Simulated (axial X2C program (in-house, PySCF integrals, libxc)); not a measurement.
**Nuclear properties of WH**

Calculated with an axial X2C code built on PySCF integrals: two-component X2C with atomic mean-field Coulomb and Gaunt terms, Gaussian nuclei, basis W dyall-cv3z, H dyall-v3z with contracted cores.

R = 1.705 Å (near the PBE0 minimum at charge 0 of the determinant lowest at the starting distance; the state shown can have its own minimum elsewhere).

Determinant lowest in the PBE0 search, Ω = 5/2 (⟨Sz⟩ = 2.47, ⟨Lz⟩ = 0.03 at PBE0), spin on the atoms W 2.54, H -0.07:

```tsv
level	Eeff magnitude (GV/cm)	Ws magnitude W (kHz)	A∥/gI W (MHz)	qzz W (a.u.)	A∥/gI H (MHz)	qzz H (a.u.)	μ (D)
PBE0	24.9	9.58	1700	-1.31	-1.48	0.11	-1.96
HF	30	11.7	1410	-2.71	-2.93	0.12	-2.27
BHandHLYP	29.6	11.5	1600	-1.56	0.725	0.11	-2.11
B3LYP	26.5	10.2	1700	-1.09	0.722	0.11	-1.86
LDA	24	9.17	1740	-0.70	0.289	0.11	-1.63
```

Eeff is the effective electric field on the electron electric dipole moment in this Ω state and Ws the scalar–pseudoscalar constant of the nucleus named (defined with the proton number Z and per Ω); A∥ (defined per Ω) follows by multiplying with gI = μI/(I μN); qzz is the electric field gradient, eQq0 = 234.96 MHz × Q/barn × qzz; μ is positive if the H end (last atom) is positive. The operators were transformed with the bare-nucleus X2C matrices; with these basis sets, hyperfine constants and field gradients can be off by tens of per cent, and where levels differ in sign neither size nor sign is settled.

(1) With gI(183W) = 0.2356 (g factors from the IAEA table of nuclear moments by Stone), turn the PBE0 values of the first state into constants in MHz.

Each state is one determinant with collinear spin, which with several unpaired electrons need not be a pure state. Unrestricted Hartree–Fock can overshoot spin polarisation at the nuclei. This is the top spin component of a Σ state; components of lower Ω are not single determinants and can lie lower. With several open shells hyperfine constants can be off by a factor of several. The search compared states at one distance, so a state with another bond length can lie lower. Further determinants of the search, some of them spin-mixed, are not shown. Where a field gradient or hyperfine factor spreads by more than a factor of two over the levels, a constant derived from it is not to be relied on.

Answers

(1) A∥(183W) = 1700 × 0.2356 = 401 MHz.
